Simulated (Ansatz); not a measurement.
Reaction (redistribution): `C[O][Al]([F])[Cl]` + `[SiH3]O[CH2][ZnH]` → `C[O][Al]([F])[O][SiH3]` + `Cl[CH2][ZnH]`

Computed with Ansatz on PBE0-D4/def2-TZVP structures; ΔE is electronic, products minus reactants. CCSD(T)/CBS adds triple-zeta CCSD(T) − MP2 to the extrapolated MP2 energy (def2 sets, frozen cores). DFT in def2-TZVPP. For Zn outer-core shells are correlated without core-valence functions, which leaves a few kJ/mol of doubt a bond. Scalar relativity is left out up to krypton. One conformer a species, not always the lowest.

`C[O][Al]([F])[Cl]`:

Z-matrix (Å, degrees):
```
C
O 1 1.402
H 1 1.096 2 112.4
H 1 1.094 2 109.7 3 -120.6
H 1 1.094 2 109.7 3 120.6
Al 2 1.663 1 136.1 3 -0.2
Cl 6 2.077 2 121.9 1 -0.2
F 6 1.635 2 119.1 1 179.9
```

`[SiH3]O[CH2][ZnH]`:

```xyz
10

Si   -0.431    1.552   -0.761
O    -0.397    0.333    0.342
C     0.419   -0.822    0.098
Zn    0.180   -2.040    1.623
H    -1.350    2.587   -0.231
H    -0.916    1.058   -2.080
H     0.931    2.124   -0.959
H     1.471   -0.524   -0.019
H     0.125   -1.299   -0.848
H    -0.033   -2.969    2.835
```

`C[O][Al]([F])[O][SiH3]`:

Cartesian coordinates in Å:
```
C -1.418 -1.775 0.967
O -0.262 -1.969 0.202
Al 0.835 -0.954 -0.540
F 2.082 -1.636 -1.355
O 0.697 0.708 -0.476
Si 0.801 2.328 -0.565
H -1.294 -2.237 1.952
H -2.273 -2.251 0.476
H -1.654 -0.715 1.113
H 0.479 2.783 -1.943
H -0.165 2.942 0.383
H 2.173 2.777 -0.213
```

`Cl[CH2][ZnH]`:

```xyz
6

Cl    0.293   -1.766   -0.810
C    -0.587   -0.321   -0.181
Zn    0.805    0.894    0.461
H    -1.182    0.065   -1.008
H    -1.267   -0.681    0.590
H     1.939    1.808    0.948
```

```
         level  ΔE (eV)
       PBE0-D4    -0.36
        r2SCAN    -0.39
MP2/def2-TZVPP    -0.44
  HF/CBS(def2)    -0.48
```

**Question.** What does CCSD(T)/CBS give? (Estimate.)

**Answer.** Computed: -0.44 eV. The listed levels differ from it by 0.08, 0.05, 0.00, -0.04 eV.

Largest T1 diagnostic among the species: 0.014.

From PBE to PBE0 (25 % exact exchange), in def2-TZVPP and without D4, ΔE moves by −0.03 eV.
